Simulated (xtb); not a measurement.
chloro(chlorosilyloxy)silane (Cl2H4OSi2), SMILES Cl[SiH2]O[SiH2]Cl. All values are semi-empirical tight-binding results from xtb (GFN2-xTB unless named), good for trends rather than for accurate numbers. Coordinates come from a GFN2-xTB optimisation. One conformer was computed; it need not be the lowest.

Optimised geometry:

```xyz
9

Si     0.8225    -1.3716     0.3279
Cl    -0.4363    -2.7052    -0.4668
O      0.0000     0.0000     0.5741
Si    -0.8225     1.3716     0.3279
Cl     0.4363     2.7052    -0.4668
H      1.8974    -1.0930    -0.6118
H      1.2337    -1.7826     1.6599
H     -1.2337     1.7826     1.6599
H     -1.8974     1.0930    -0.6118
```
Charge 0, spin multiplicity 1.

The point group as xtb finds it is C2 and the orbital gap comes out as 5.84 eV. The dipole moment is 1.19 D, the zero-point energy is 25.4 kcal/mol and the G − E(el) at 298.15 K (modified RRHO) is 4.1 kcal/mol. The static polarisability (D4 model) is 89.7 bohr³. The solvation energy, GFN2-xTB/ALPB(water) is 0.7 kcal/mol and the solvation energy, GFN2-xTB/ALPB(benzene) is -3.1 kcal/mol.

**Question.** Give the atomic charges and the Wiberg bond orders between heavy atoms. (The exact figures need the calculation; the answer reports its results.)

**Answer.** charges (e) Si1 0.55, Cl2 -0.22, O3 -0.44, Si4 0.55, Cl5 -0.22, H6 -0.06, H7 -0.05, H8 -0.05, H9 -0.06. Bond orders Si1–Cl2 1.13, Si1–O3 1.08, O3–Si4 1.08, Si4–Cl5 1.13.
